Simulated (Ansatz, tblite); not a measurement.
Forces on Be9O9 (started as a model of: (BeO)9 cage of four- and six-membered rings) at its PBE-D4/def2-SVP geometry. Charge 0, multiplicity 1.

The xTB rows come from tblite.

GFN2-xTB (tblite), largest force 1.09 eV/Å:

```xyz
18
positions Å, forces eV/Å
Be   -0.810    0.612   -1.918    0.365   -0.526    0.381
O     0.539    1.388   -1.574   -0.447   -0.269    0.949
Be    1.116   -0.148   -1.671   -0.247   -0.289    0.499
O    -0.187   -0.823   -2.314    0.002    0.387    0.758
Be   -1.116   -1.276   -1.089    0.544    0.110    0.293
O    -1.956    0.127   -0.924    0.808    0.365    0.622
Be   -1.781    0.830    0.445    0.453   -0.083   -0.425
O    -0.948    2.190    0.609    0.364   -0.765   -0.086
Be    0.451    1.959   -0.137   -0.336   -0.482   -0.219
O     1.276    1.332    1.139   -0.415   -0.971   -0.261
Be   -0.205    1.297    1.728   -0.141   -0.096   -0.727
O    -1.220    0.070    1.790    0.851   -0.331   -0.591
Be    1.780   -0.118    0.934   -0.598    0.174    0.031
O     1.929   -0.828   -0.541   -1.030    0.284   -0.197
O    -0.567   -2.089    0.110    0.232    0.922   -0.526
Be   -0.451   -1.246    1.516    0.185    0.570   -0.174
O     1.135   -1.367    1.705   -0.365    0.376   -0.671
Be    1.015   -1.910    0.190   -0.225    0.623    0.344
```

LDA (SPW92)/def2-TZVP (Ansatz), largest force 1.26 eV/Å:

```
Be 0.613 -0.849 0.705
O -0.285 -0.462 0.355
Be -0.855 0.076 0.474
O -0.074 0.542 0.766
Be 0.566 0.794 0.103
O 0.639 0.005 0.114
Be 0.978 -0.047 0.054
O 0.435 -0.834 0.054
Be -0.443 -0.766 0.424
O -0.505 -0.329 -0.237
Be -0.205 -0.226 -1.225
O 0.416 0.137 -0.477
Be -0.833 -0.388 -0.342
O -0.593 0.092 0.243
O 0.328 0.559 0.003
Be 0.588 0.330 -0.712
O -0.361 0.291 -0.820
Be -0.408 1.076 0.520
```

PBE-D4/def2-TZVP (Ansatz), largest force 1.03 eV/Å:

```
Be 0.502 -0.704 0.560
O -0.085 -0.088 0.084
Be -0.722 0.078 0.371
O -0.040 0.205 0.244
Be 0.455 0.673 0.064
O 0.144 0.028 0.024
Be 0.812 -0.028 0.072
O 0.154 -0.279 0.048
Be -0.366 -0.623 0.379
O -0.114 -0.089 -0.031
Be -0.177 -0.167 -1.002
O 0.113 0.026 -0.090
Be -0.679 -0.348 -0.289
O -0.143 0.003 0.036
O 0.085 0.119 -0.023
Be 0.499 0.247 -0.596
O -0.113 0.073 -0.292
Be -0.326 0.873 0.442
```
